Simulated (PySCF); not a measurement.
Two species compared at the same levels of theory.

First species: C₆H₃NO₃.
Cartesian coordinates in Å at the GFN2-xTB level; atoms count from 1:
```xyz
13
C6H3NO3 angstrom
C      2.9729   -0.8514   -0.3715
C      1.9912   -0.1647   -0.2847
C      0.8448    0.6333   -0.1811
O      0.9201    1.9621   -0.3038
N     -0.3113    2.5016   -0.1643
C     -1.1482    1.5291    0.0433
C     -0.4779    0.2786    0.0474
C     -1.0216   -1.0643    0.2389
O     -0.3760   -2.0809    0.2294
O     -2.3495   -1.0453    0.4310
H      3.8201   -1.4661   -0.4456
H     -2.1919    1.7180    0.1869
H     -2.6772   -1.9495    0.5562
```

Second species: C₅H₇NSSi.
InChI=1S/C5H7NSSi/c1-2-8-5-3-4-7-6-5/h2-4H,1,8H2

Levels: PBE0/def2-SVPD for dipole moment, HOMO energy, LUMO energy, HOMO–LUMO gap, static isotropic polarisability and electronic spatial extent ⟨r²⟩ about the centre of nuclear charge; TDDFT PBE0/def2-SVPD for lowest singlet excitation; TDA PBE0/def2-SVPD for lowest triplet excitation (Tamm–Dancoff); GFN2-xTB for rotational constant A and rotational constant C. Geometries: GFN2-xTB. Each species is one conformer at its optimised geometry, gas phase, non-relativistic unless stated. Electronic properties by PySCF.

The conformers computed, where there is a choice (atom-mapped SMILES and torsion angles):
- `[CH:1]#[C:2][c:3]1[o:4][n:5][cH:6][c:7]1[C:8](=[O:9])[OH:10]`: C6–C7–C8–O9 180°, H–O10–C8–C7 180°
- `[CH2:1]=[CH:2][SiH2:3][c:4]1[cH:5][cH:6][s:7][n:8]1`: C1–C2–Si3–C4 -17°, C2–Si3–C4–C5 -107°

Values for the first species:

| Quantity | Value |
| --- | --- |
| Dipole moment | 1.84 D |
| HOMO energy | -7.80 eV |
| LUMO energy | -2.29 eV |
| HOMO–LUMO gap | 5.51 eV |
| Lowest singlet excitation | 4.69 eV |
| Lowest triplet excitation (Tamm–Dancoff) | 3.24 eV |
| Static isotropic polarisability | 86.9 au |
| Electronic spatial extent ⟨r²⟩ about the centre of nuclear charge | 1316 bohr² |
| Rotational constant A | 1.796 GHz |
| Rotational constant C | 0.797 GHz |

(1) Estimate the same properties for the second species, and the change in each.

Answers

(1) 
| property | first | second | second less first |
| --- | --- | --- | --- |
| dipole moment | 1.84 D | 2.03 D | +0.19 D |
| HOMO energy | -7.80 eV | -7.64 eV | +0.16 eV |
| LUMO energy | -2.29 eV | -1.24 eV | +1.05 eV |
| HOMO–LUMO gap | 5.51 eV | 6.40 eV | +0.89 eV |
| lowest singlet excitation | 4.69 eV | 5.15 eV | +0.46 eV |
| lowest triplet excitation (Tamm–Dancoff) | 3.24 eV | 4.07 eV | +0.83 eV |
| static isotropic polarisability | 86.9 au | 106.8 au | +19.9 au |
| electronic spatial extent ⟨r²⟩ about the centre of nuclear charge | 1316 bohr² | 1481 bohr² | +165 bohr² |
| rotational constant A | 1.796 GHz | 2.987 GHz | +1.191 GHz |
| rotational constant C | 0.797 GHz | 0.796 GHz | -0.001 GHz |

On the first: The vertical singlet–triplet gap S1 − T1 is 1.45 eV (TDDFT singlet less Tamm–Dancoff triplet; S1: HOMO−1→LUMO, weight 0.90; T1: HOMO→LUMO, weight 0.94). The dipole equals about 6.1 × 10⁻³⁰ C·m (1 D = 3.33564 × 10⁻³⁰ C·m).

On the second: The vertical singlet–triplet gap S1 − T1 is 1.08 eV (TDDFT singlet less Tamm–Dancoff triplet). S1 lies 1.25 eV below the HOMO–LUMO gap. GFN2-xTB frequencies show an imaginary mode (21i cm⁻¹), so this geometry is no minimum at that level.
